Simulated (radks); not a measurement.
Values are calculated unless marked as measured or tabulated.
The holmium ion Ho2+ inside a hard spherical wall (all orbitals vanish at R), configuration held at [Xe] 4f11 and not refilled when levels cross. Code: a radial shooting solver on a logarithmic mesh with Libxc functionals. Model: scalar-relativistic Kohn-Sham, PBE, spin-polarised, spherical densities, finite nucleus; open shells are filled with parallel spins first (spin-orbit coupling, left out, can overturn this in heavy ions); Fermi nuclear charge, rms radius 5.2022 fm. Eigenvalues in eV for spin up, with the zero of energy where the potential of the charges vanishes at infinity; a dash marks a level that is unbound or too diffuse for the functional's potential to be trusted. A positive occupied level is held by the wall or, in an anion where self-interaction has pushed it up, behind a barrier. The pressure on the wall is -dE/dV.

R (bohr)  E (hartree)  kinetic (hartree)    e(4d)    e(5s)    e(5p)    e(4f)  e(6s, empty)  e(5d, empty)  pressure (GPa)
free      -12614.5572          13639.863  -174.40  -65.238  -40.506  -18.275       -14.765       -13.670               0
20        -12614.5572          13639.863  -174.40  -65.238  -40.506  -18.275       -14.765       -13.670        < 0.0001
15        -12614.5572          13639.863  -174.40  -65.238  -40.506  -18.275       -14.765       -13.670        < 0.0001
12        -12614.5572          13639.863  -174.40  -65.238  -40.506  -18.275       -14.765       -13.670        < 0.0001
10        -12614.5572          13639.863  -174.40  -65.238  -40.506  -18.275       -14.764       -13.669        < 0.0001
8         -12614.5572          13639.863  -174.39  -65.237  -40.505  -18.274       -14.735       -13.662        0.000622
3.5       -12614.4225          13640.908  -171.69  -63.261  -38.488  -15.719         0.397        -8.469            64.9
3         -12614.0719          13643.165  -167.82  -60.360  -35.194  -12.044        16.460        -2.483             328
2.5       -12612.7359          13650.395  -158.41  -52.759  -26.062   -3.021        53.385        11.883            1840
2         -12607.2851          13674.693  -135.67  -30.265    1.426   19.461        146.99        50.333           12200
